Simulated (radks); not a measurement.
Task: All-electron atom: Rh4+ in [Kr] 4d5. All-electron calculation, scalar-relativistic Kohn-Sham, r2SCAN, spin-unpolarised, spherical densities, finite nucleus; meta-GGA in the generalised Kohn-Sham scheme; Fermi nuclear charge, rms radius 4.4945 fm. Program: a radial shooting solver on a logarithmic mesh with Libxc functionals. Some entries of the table are withheld. Estimate them.

| orbital | occ. | eigenvalue (eV) | <1/r> (bohr^-1) |
|---|---|---|---|
| 1s | 2 | -23140.37 | 47.05 |
| 2s | 2 | -3415.217 | 10.67 |
| 2p | 6 | -3063.690 | 10.32 |
| 3s | 2 | -660.7245 | (1) |
| 3p | 6 | (2) | (3) |
| 3d | 10 | -358.2798 | 3.307 |
| 4s | 2 | -137.4441 | 1.412 |
| 4p | 6 | -103.8108 | 1.278 |
| 4d | 5 | -54.5920 | (4) |

Result: 
(1) 3s <1/r> (bohr^-1): 3.723
(2) 3p eigenvalue (eV): -544.1382
(3) 3p <1/r> (bohr^-1): 3.540
(4) 4d <1/r> (bohr^-1): 1.010
